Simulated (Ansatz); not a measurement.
Complex (SMILES): F (HF) with F (HF), atoms 1 to 2 the first; geometry from B3LYP-D3(BJ)/def2-TZVP, monomers rigid:
```xyz
4

F     -0.1109     0.0578    -0.7031
H      0.2570     0.2171     0.1337
F      1.2812     1.5025    -2.5344
H      0.7179     0.9578    -2.0301
```

Interaction energy at CCSD(T) with Ansatz (an electronic-structure program), kcal/mol, without and with the counterpoise correction (monomers among the partner's ghost functions). All functions are spherical. Cores are frozen. No added dispersion term, no relativity. Reference, counterpoise-corrected: Hartree-Fock in aug-cc-pVQZ plus the correlation part extrapolated as X^-3 from aug-cc-pVTZ and aug-cc-pVQZ, -4.70.

```csv
basis,functions,uncorrected,counterpoise,counterpoise correction,mean of both
6-31G,22,-7.46,-4.92,2.53,-6.19
cc-pVDZ,38,-6.94,-3.87,3.08,-5.41
6-311+G**,56,-4.73,-3.60,1.12,-4.16
def2-SVPD,62,-5.40,-4.02,1.38,-4.71
aug-cc-pVDZ,64,-4.83,-4.00,0.83,-4.41
def2-TZVP,74,-4.81,-4.11,0.71,-4.46
cc-pVTZ,88,-5.54,-4.17,1.37,-4.85
pcseg-2,88,-4.62,-4.14,0.49,-4.38
aug-pcseg-2,138,-5.00,-4.35,0.65,-4.67
cc-pVQZ,170,-5.03,-4.47,0.56,-4.75
def2-QZVPPD,198,-4.70,-4.47,0.23,-4.58
cc-pV5Z,292,-4.78,-4.58,0.20,-4.68
```

The corrected value lies nearer the reference in 5 of 12 rows.
